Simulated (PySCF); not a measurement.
Nb(OH)4 (H₄NbO₄), SMILES [OH][Nb]([OH])([OH])[OH] (connectivity only; charge and spin as stated), neutral, multiplicity 2. The structure is a stationary point at PBE-D3(BJ)/def2-SVP. The spin state was assumed, not searched. The def2 effective core potentials stand for the cores of Nb; spin–orbit coupling is left out. The values are those of a single conformer.

These are PBE-D3(BJ)/def2-SVP run with PySCF values and carry that method's errors.

Harmonic wavenumbers (cm⁻¹): 145, 153, 168, 181, 233, 272, 277, 308, 341, 496, 506, 515, 559, 679, 685, 691, 715, 3769, 3769, 3770, 3774. Rotational constants (GHz): 3.322, 3.276, 2.288; symmetry number 4.

Question: Work out the zero-point energy and the ideal-gas rigid-rotor harmonic-oscillator thermochemistry at 298.15 K and 1 atm.

Answer: ZPE = ½ Σ hcν = ½ × 22007 cm⁻¹ = 131.63 kJ/mol. H − E(el) = 157.30 kJ/mol. Entropy in J/(mol K): translation 172.11, rotation 101.27, vibration 89.74, spin 5.76, total 368.88. G − E(el) = 47.32 kJ/mol. Cp = 134.70 J/(mol K). Modes under 150 cm⁻¹ make the vibrational entropy uncertain.
